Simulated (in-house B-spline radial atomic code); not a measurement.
As⁴⁺: [Ar] 3d9 4s1 5f1 (an excited or competing configuration)

Level of theory: Dirac-Hartree-Fock, average of configuration, Fermi nucleus of rms radius 4.0968 fm; calculated with an all-electron radial atomic-structure program (B-spline basis).

Screening seen three ways: the hydrogenic charge with the same mean radius, Z_r = [3n² - l(l+1)]/(2<r>), the one with the same energy, Z_e = n√(-2ε), and Slater's rules. Values are occupation-weighted means over j.

```json
{"shell": "1s", "electrons": "2", "ε (eV)": "-12029", "<r> (bohr)": "0.04548", "Z_r": "32.98", "Z_e": "29.73", "Slater": "32.70"}
{"shell": "2s", "electrons": "2", "ε (eV)": "-1650.4", "<r> (bohr)": "0.2017", "Z_r": "29.74", "Z_e": "22.03", "Slater": "28.85"}
{"shell": "2p", "electrons": "6", "ε (eV)": "-1451.9", "<r> (bohr)": "0.177", "Z_r": "28.25", "Z_e": "20.66", "Slater": "28.85"}
{"shell": "3s", "electrons": "2", "ε (eV)": "-298.48", "<r> (bohr)": "0.5902", "Z_r": "22.87", "Z_e": "14.05", "Slater": "21.75"}
{"shell": "3p", "electrons": "6", "ε (eV)": "-234.1", "<r> (bohr)": "0.6067", "Z_r": "20.60", "Z_e": "12.44", "Slater": "21.75"}
{"shell": "3d", "electrons": "9", "ε (eV)": "-129.81", "<r> (bohr)": "0.6354", "Z_r": "16.52", "Z_e": "9.27", "Slater": "12.20"}
{"shell": "4s", "electrons": "1", "ε (eV)": "-73.473", "<r> (bohr)": "1.606", "Z_r": "14.94", "Z_e": "9.30", "Slater": "8.55"}
{"shell": "5f", "electrons": "1", "ε (eV)": "-13.922", "<r> (bohr)": "6.079", "Z_r": "5.18", "Z_e": "5.06", "Slater": "5.00"}
```

The least bound orbital is 5f5/2 at -13.92 eV, and it is also the most diffuse (<r> = 6.079 bohr).

Spin-orbit splittings of the orbital energies (j = l + 1/2 above j = l - 1/2 when positive): 2p 36.95 eV, 3p 5.457 eV, 3d 0.8305 eV, 5f -0.000875 eV.

For the 1s electron the small component carries 1.43 % of the norm, the zero-frequency Breit interaction raises the level by 17.86 eV, self-energy by 9.312 eV, and vacuum polarisation lowers it by 0.9154 eV.
